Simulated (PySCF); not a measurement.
C₂H₇ClSi₂, SMILES Cl[Si@@H]1CC[SiH2]1. Geometry: PBE0-D3(BJ)/def2-SVP. The structure was generated by enumeration; whether it is a known compound was not checked.

These are PySCF with PBE0-D3(BJ)/def2-SVP values and carry that method's errors.

Harmonic wavenumbers (cm⁻¹): 95, 145, 206, 312, 409, 450, 530, 563, 634, 652, 687, 724, 761, 790, 862, 929, 955, 1008, 1083, 1190, 1231, 1415, 1427, 2221, 2223, 2235, 3071, 3073, 3135, 3144. Rotational constants (GHz): 4.801, 1.425, 1.214; symmetry number 1.

### Question
Work out the zero-point energy and the ideal-gas rigid-rotor harmonic-oscillator thermochemistry at 298.15 K and 1 atm.

### Answer
ZPE = ½ Σ hcν = ½ × 36158 cm⁻¹ = 216.28 kJ/mol. H − E(el) = 237.31 kJ/mol. Entropy in J/(mol K): translation 168.73, rotation 117.36, vibration 62.98, total 349.08. G − E(el) = 133.23 kJ/mol. Cp = 117.25 J/(mol K). Modes under 150 cm⁻¹ make the vibrational entropy uncertain.
